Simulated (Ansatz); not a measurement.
Molecule: methyltin tribromide, CH3Br3Sn (charge 0, singlet). 
Coordinates optimised at B3LYP-D3(BJ)/def2-TZVP (Ansatz, a first-principles code):
```xyz
8

C     -2.5720    -0.3206     0.0878
Sn    -0.4499    -0.0561     0.0154
Br     0.5890    -1.5599    -1.6721
Br     0.1471     2.2819    -0.5896
Br     0.5966    -0.5558     2.2161
H     -2.7738    -1.3549     0.3553
H     -2.9708     0.3579     0.8379
H     -2.9742    -0.0898    -0.8956
```
Charge 0, spin multiplicity 1.

Dipole moments at this geometry, in debye (magnitudes).

| level | program | dipole (D) |
|---|---|---|
| BLYP/def2-TZVPD | Ansatz | 2.92 |
| r2SCAN/def2-TZVPD | Ansatz | 3.03 |
| B3LYP/def2-TZVPD | Ansatz | 2.99 |
| PBE0/def2-TZVPD | Ansatz | 3.00 |
| CAM-B3LYP/def2-TZVPD | Ansatz | 3.03 |
| CCSD(T)/def2-SVPD | Ansatz | 2.80 |
